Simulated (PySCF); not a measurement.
Species: C₅H₁₀Si₂.
Numbering: `[SiH3:1][CH2:2][C:3]1=[CH:4][CH:5]=[CH:6][SiH2:7]1`

Structure used (GFN2-xTB), in Å, numbered top down from 1:
```
atom  x, y, z in Å
Si1    2.5910    0.1454    0.1121
C2     1.1632   -0.1473   -1.1233
C3    -0.1458   -0.1476   -0.4287
C4    -0.7690   -1.2492    0.0232
C5    -2.0301   -1.0444    0.7119
C6    -2.4506    0.2224    0.8321
Si7   -1.1951    1.3653    0.0240
H8     2.5998   -0.9236    1.1117
H9     2.4071    1.4419    0.7661
H10    3.8545    0.1369   -0.6307
H11    1.3284   -1.1030   -1.6274
H12    1.1866    0.6355   -1.8829
H13   -0.3838   -2.2524   -0.1068
H14   -2.5718   -1.9004    1.0925
H15   -3.3728    0.4817    1.3242
H16   -0.5244    2.2791    0.9511
H17   -1.6942    2.0716   -1.1592
```

Definitions: NICS(0) = −σiso at the ring centroid; NICS(1) = −σiso and NICS(1)zz = −σzz at ±1 Å along the ring normal z. Level: GIAO PBE0/pcSseg-1 (PySCF, non-relativistic, gas phase) on the GFN2-xTB geometry, one conformer.

Ring bond lengths (Å), with Mayer bond orders in brackets: C3–C4 1.344 (1.78), C4–C5 1.451 (1.10), C5–C6 1.340 (1.83), C6–Si7 1.880 (0.91), Si7–C3 1.896 (0.85).

Q: Give the NICS values of each ring in ppm.

A: 
```json
{"ring": "C3–C4–C5–C6–Si7", "type": "5-membered ring with Si; formal bonds 2 double, 3 single", "NICS(0)": "1.6", "NICS(1), two faces": "-1.2 / -1.2", "NICS(1)zz, two faces": "3.1 / 2.5", "rms pucker (Å)": "0.00", "centre to ring atoms, mean (Å)": "1.34"}
```

Q: What can be read from them?

A: 
- C3–C4–C5–C6–Si7: mean NICS(1)zz 2.8 ppm, near zero. Si7 has four or more neighbours, so the value isn't read as a sign of a π ring current.

Q: What field does 9.4 T along the ring normal induce along that normal at the first NICS(1) probe listed for ring C3–C4–C5–C6–Si7, 1 Å off the ring?

A: NICSzz × B0 = 3.1 ppm × 9.4 T = 29 μT, along the applied field.

Q: Give the inner angles of the rings and the Hirshfeld charges of the ring atoms.

A: 
- C3–C4–C5–C6–Si7: C3 108.5° (-0.080 e), C4 116.5° (-0.059 e), C5 116.6° (-0.042 e), C6 109.1° (-0.157 e), Si7 89.3° (+0.329 e); sum 540.0° against 540° for a flat convex ring.

Q: What are the shieldings of the ring atoms and their hydrogens in the same run (means over atoms taken as equivalent)?

A: 
```csv
atoms,environment,σ isotropic (ppm),"principal values of the symmetric part, first atom (ppm)"
C3,fully substituted alkene carbon,33.2,"-65.0, 4.8, 160.0"
C4,alkene CH carbon,38.7,"-68.6, 58.3, 126.5"
C5,alkene CH carbon,29.0,"-88.9, 36.5, 139.5"
C6,alkene CH carbon,58.0,"-46.8, 54.3, 166.4"
Si7,SiH2 silicon,398.9,"334.5, 401.3, 460.9"
H13,vinylic hydrogen,24.86,"21.6, 24.2, 28.8"
H14,vinylic hydrogen,24.50,"22.6, 23.6, 27.3"
H15,vinylic hydrogen,25.80,"25.2, 25.6, 26.6"
H16 (×2),Si–H hydrogen,27.12,"23.4, 26.1, 31.6"
```
